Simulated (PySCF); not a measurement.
**Stretching AsSe**

Set-up: PySCF, scalar-relativistic core potentials, basis sets As cc-pVDZ-PP with ECP10, Se cc-pVDZ-PP with ECP10. Energies in eV from As + Se in their ground configurations at the same level. State: ²Π (doublet), unpaired electrons π ↑.

All columns are BHandHLYP. A positive dipole means As(−)Se(+).

| R (Å) | E (eV) | μ (D) | Mulliken charge on As (basis-dependent) | HOMO (eV) | LUMO (eV) | Mayer bond order | ⟨S²⟩ |
| --- | --- | --- | --- | --- | --- | --- | --- |
| 1.855 | -1.266 | -0.26 | 0.07 | -5.58 | -1.89 | 2.32 | 0.75 |
| 1.941 | -2.206 | -0.52 | 0.09 | -5.84 | -2.16 | 2.30 | 0.75 |
| 2.028 | -2.703 | -0.78 | 0.12 | -6.09 | -2.41 | 2.29 | 0.76 |
| 2.092 | -2.865 | -0.98 | 0.13 | -6.26 | -2.60 | 2.28 | 0.76 |
| 2.157 | -2.893 | -1.17 | 0.15 | -6.42 | -2.78 | 2.26 | 0.77 |
| 2.222 | -2.825 | -1.31 | 0.16 | -6.57 | -2.95 | 2.18 | 0.83 |
| 2.308 | -2.655 | -1.33 | 0.15 | -6.71 | -3.02 | 1.94 | 1.05 |
| 2.416 | -2.390 | -1.36 | 0.15 | -6.87 | -3.02 | 1.66 | 1.29 |
| 2.545 | -2.042 | -1.47 | 0.15 | -7.01 | -2.97 | 1.40 | 1.48 |
| 2.718 | -1.571 | -1.68 | 0.15 | -7.14 | -2.88 | 1.17 | 1.65 |

⟨S²⟩ of the unrestricted solution departs from its pure value on part of the curve, where spin states mix. Spin–orbit coupling is left out. The state was picked by a PBE0 search and need not be the measured ground state.
